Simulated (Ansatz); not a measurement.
Input for Ansatz (a quantum-chemistry and plane-wave program): R-CCSD(T)/def2-SVP on ClH2NPb (SMILES [NH2][Pb][Cl]), a point of a torsion scan. Elements past Kr take the def2 small-core potentials; no spin–orbit coupling. The run froze 15 orbitals, filled d shells among them.

Ansatz 0.2 input:
```yaml
crystal:
  periodic: [false, false, false]
  atoms:
    - {symbol: N, position_ang: [-0.91469402, -0.06581347, -0.14264129]}
    - {symbol: Pb, position_ang: [1.01943848, -0.79380227, -0.72891007]}
    - {symbol: Cl, position_ang: [1.44963087, -2.11288525, 1.35786287]}
    - {symbol: H, position_ang: [-1.22793926, 0.88485050, -0.03397372]}
    - {symbol: H, position_ang: [-1.37486998, -0.57196921, 0.60088520]}
basis:
  gaussian:
    orbitals: def2-SVP
magnetization: {spin_polarized: false}
correlation: {method: ccsd_t, electrons: outside_noble_gas}
scf: {lower_state_search: off}
```

Output:

```
WARN ansatz: RAYON_NUM_THREADS=1 ignored (pool sized by the plan → 1); use --threads N
Functional definition: HF
these checks for a lower state are left out or cut short: stability, starts, cluster_reference, orbital_swaps, neighbouring_geometries, increment
integrals: 0.05 GiB planned
753 factors; integrals over basis functions are off by at most 1.3e-3 eV
mean field: 0.16 GiB planned
mean field evaluation 1: about -19229.7741 eV, gradient 3.6e1 eV
mean field evaluation 2: about -19229.8532 eV, gradient 3.6e1 eV
mean field evaluation 4: about -19233.1066 eV, gradient 2.6e0 eV
mean field evaluation 8: about -19233.1468 eV, gradient 2.2e-1 eV
mean field -19233.14742643 eV, -706.8051312256 hartree, gradient 4.9e-6 eV, S^2 0.000000; 0 other end points of the search recorded, 0 dependent functions left out
15 core orbitals not correlated
reference -19233.14742643 eV, -706.8051312256 hartree; 9, 9 occupied and 44, 44 virtual orbitals, 753 factors
second order -9.99506634 eV of doubles, -0.00000000 eV of singles
coupled cluster: 0.12 GiB planned
cycle   1  -10.38963310 eV  change   -3.9e-1 eV  update   9.5e-2
cycle   2  -10.64996090 eV  change   -2.6e-1 eV  update   3.2e-2
cycle   3  -10.74427278 eV  change   -9.4e-2 eV  update   2.4e-2
cycle   4  -10.74287374 eV  change    1.4e-3 eV  update   9.2e-3
cycle   5  -10.73944203 eV  change    3.4e-3 eV  update   5.2e-3
cycle   6  -10.74055666 eV  change   -1.1e-3 eV  update   2.2e-3
cycle   7  -10.74039308 eV  change    1.6e-4 eV  update   8.6e-4
cycle   8  -10.74051475 eV  change   -1.2e-4 eV  update   2.8e-4
cycle   9  -10.74058026 eV  change   -6.6e-5 eV  update   1.3e-4
cycle  10  -10.74053630 eV  change    4.4e-5 eV  update   4.6e-5
cycle  11  -10.74055738 eV  change   -2.1e-5 eV  update   1.8e-5
cycle  12  -10.74056481 eV  change   -7.4e-6 eV  update   5.9e-6
perturbative correction -0.29814629 eV, -0.0109566741 hartree
Total energy: -19244.18613752 eV, -707.2107963761 hartree
Checks for a lower state left out: stability, starts, cluster_reference, orbital_swaps, neighbouring_geometries, increment
```

The run converged.

Cost: about 2.3 core-seconds (a rough figure).
